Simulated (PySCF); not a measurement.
Species: C2H5ClGeS.
Bonds: C1–C2 (double), C2–S3, S3–Ge4, Ge4–Cl5. Hydrogens: H6, H7 on C1; H8 on C2; H9, H10 on Ge4.

Level of theory: PBE0-D3(BJ)/def2-SVP geometry optimisation, gas phase in PySCF 2.14.0.

Q: List the bond lengths, angles and torsions at this level.

A: 
```
           bond  length (pm)   order
          C1=C2        133.5  double
          C2–S3        176.9  single
         S3–Ge4        221.1  single
        Ge4–Cl5        217.2  single
          C1–H6        109.4  single
          C1–H7        109.3  single
          C2–H8        109.6  single
Ge4–H9, Ge4–H10        153.2  single
```

Bonds in one row agree within 1 pm and their mean is given. Orders are formal, as drawn. A selection of angles:
```
      angle  degrees
   C2–C1–H6    123.1
   C2–C1–H7    119.6
   H6–C1–H7    117.3
   C1–C2–S3    128.3
   C1–C2–H8    120.5
   S3–C2–H8    111.2
  C2–S3–Ge4    102.0
 S3–Ge4–Cl5    112.3
  S3–Ge4–H9    109.8
 S3–Ge4–H10    105.9
 Cl5–Ge4–H9    106.2
Cl5–Ge4–H10    107.0
 H9–Ge4–H10    115.8
```

Torsions: C1–C2–S3–Ge4 -29° (synperiplanar); C2–S3–Ge4–Cl5 74° (synclinal). The mirror-image conformer, all signs reversed, is as good.

Ge4 (germanium bonded to Cl, S and 2 H) is distorted tetrahedral (angles from 105.9° to 115.8°). Of the pairs four or more bonds apart, Cl5···H6 is among the closest relative to their van der Waals radii: 2.81 Å, 95 % of the sum of Bondi's values.

Point group: C1 (no symmetry element, even within 0.4 Å). PBE0-D3(BJ)/def2-SVP frequencies: not computed here. One conformer, not necessarily the lowest.
